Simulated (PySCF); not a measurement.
Caution: the highest occupied level lies above zero, a sign of self-interaction error and of too few diffuse functions. This singlet lies 0.89 eV below the relaxed triplet at the level PBE-D3(BJ)/def2-TZVPD // PBE-D3(BJ)/def2-SVPD (PySCF).

Cartesian coordinates (Å):
SMILES: [BH-]O
```xyz
4

B      0.4954     0.4763    -0.1172
O     -0.6172    -0.3888     0.0955
H      1.5127    -0.2598     0.0654
H     -1.3909     0.1723    -0.0437
```
Charge -1, spin multiplicity 1.

Q: Estimate the total energy and HOMO that PBE-D3(BJ)/def2-TZVPD // PBE-D3(BJ)/def2-SVPD (PySCF 2.14.0) returns for this input.

A: 
```
Property             Value
------------  ------------
total energy  -101.1528 Ha
HOMO               2.18 eV
```
